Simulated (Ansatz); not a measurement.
Harmonic frequencies (cm⁻¹) at PBE0-D4/def2-TZVP from Ansatz: 90, 111, 143, 229, 268, 291, 442, 511, 520, 609, 851, 902, 927, 933, 955, 2234, 2250, 2251.

(1) Which molecule is it?
A. `C[Si](F)(F)N=C=O`
B. `N[Si](O)(F)F`
C. `C=C[SiH2]O`
D. `F[Si](F)([SiH3])Cl`

Answers

(1) D.
